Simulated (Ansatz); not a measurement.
`O=CBBr` and `O=C[BH][GeH3]` differ in one atom or group.

Ansatz, PBE0-D4/def2-TZVP geometries, multiplicity 1. Each molecule was computed in one conformer, which needn't be the lowest.

Scalar relativity is left out up to krypton.

```csv
property,`O=CBBr`
zero-point energy (PBE0-D4/def2-TZVP) / kJ/mol,81.7
HOMO–LUMO gap (PBE0/def2-TZVPP) / eV,4.89
HOMO–LUMO gap (B3LYP/def2-TZVPP) / eV,4.47
HOMO energy (PBE0/def2-TZVPP) / eV,-7.45
LUMO energy (ωB97M-V/def2-TZVPP) / eV,-0.47
LUMO energy (PBE0/def2-TZVPP) / eV,-2.56
```

Q: What does the change do to each property? (Best estimate.)

A: The calculation gave: 
```tsv
property	`O=C[BH][GeH3]`	shift
zero-point energy (PBE0-D4/def2-TZVP) / kJ/mol	140.1	58.4
HOMO–LUMO gap (PBE0/def2-TZVPP) / eV	5.90	1.01
HOMO–LUMO gap (B3LYP/def2-TZVPP) / eV	5.50	1.03
HOMO energy (PBE0/def2-TZVPP) / eV	-7.74	-0.29
LUMO energy (ωB97M-V/def2-TZVPP) / eV	0.12	0.59
LUMO energy (PBE0/def2-TZVPP) / eV	-1.83	0.73
```

With PBE0 the HOMO falls by 0.29 eV and the LUMO rises by 0.73 eV, so the gap widens by about 1.02 eV. PBE moves the HOMO by -0.45 eV and ωB97M-V by -0.25 eV. The zero-point energy changes by 58.4 kJ/mol with +9 modes.

B3LYP here is the variant with VWN-RPA as its local correlation; programs differ in this.

Spin–orbit coupling is left out; it splits and shifts lone-pair levels of the heavy atoms by tenths of an eV.
